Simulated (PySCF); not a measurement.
Compound: C3H8Cl2O2Si.
SMILES with atom numbers: `[CH3:1][O:2][SiH2:3][O:4][CH2:5][CH:6]([Cl:7])[Cl:8]` (hydrogens: H9, H10, H11 on C1; H12, H13 on Si3; H14, H15 on C5; H16 on C6)

Cartesian coordinates in Å at the GFN2-xTB level; atoms count from 1:
```xyz
16
C3H8Cl2O2Si angstrom
C      2.6263    0.4056   -0.9363
O      1.4343   -0.1250   -0.4402
Si     0.8497   -0.0791    1.0702
O     -0.5659   -0.8766    1.0127
C     -1.5021   -0.9201   -0.0071
C     -2.4763    0.2497    0.0925
Cl    -1.6874    1.7591   -0.3858
Cl    -3.8800   -0.0403   -0.9500
H      2.6439    1.4917   -0.8237
H      2.6924    0.1510   -1.9949
H      3.4859   -0.0140   -0.4089
H      1.5921   -0.9091    2.0068
H      0.6989    1.3039    1.5207
H     -2.0700   -1.8517    0.1044
H     -1.0157   -0.9119   -0.9883
H     -2.8336    0.3757    1.1166
```

The closed-shell ground state was solved at several levels (PySCF, density fitting, gas phase, non-relativistic).

| level | basis functions | HOMO (eV) | LUMO (eV) | gap (eV) | dipole (D) |
| --- | --- | --- | --- | --- | --- |
| PBE0/def2-SVPD | 248 | -8.20 | -0.14 | 8.06 | 1.77 |
| wB97X-D/def2-SVPD | 248 | -10.10 | 1.63 | 11.73 | 1.82 |

(1) What might PBE0/pcSseg-1 (197 basis functions) give for the same quantities?

(2) Over all these levels, which gives the widest orbital gap and which the narrowest?

(3) How far do the dipole and the HOMO energy spread over the levels?

## Answers

(1) HOMO -8.17 eV, LUMO 0.13 eV, gap 8.30 eV, dipole 1.92 D.

(2) wB97X-D/def2-SVPD (range-separated hybrid) has the widest, 11.73 eV, and PBE0/def2-SVPD (global hybrid, 25 % exact exchange) the narrowest, 8.06 eV. The two share the basis. From the narrowest to the widest the HOMO moves by -1.90 eV and the LUMO by +1.77 eV.

(3) The dipole runs from 1.77 to 1.92 D (mean 1.84 D) and the HOMO from -10.10 to -8.17 eV.

One conformer stands for the species.
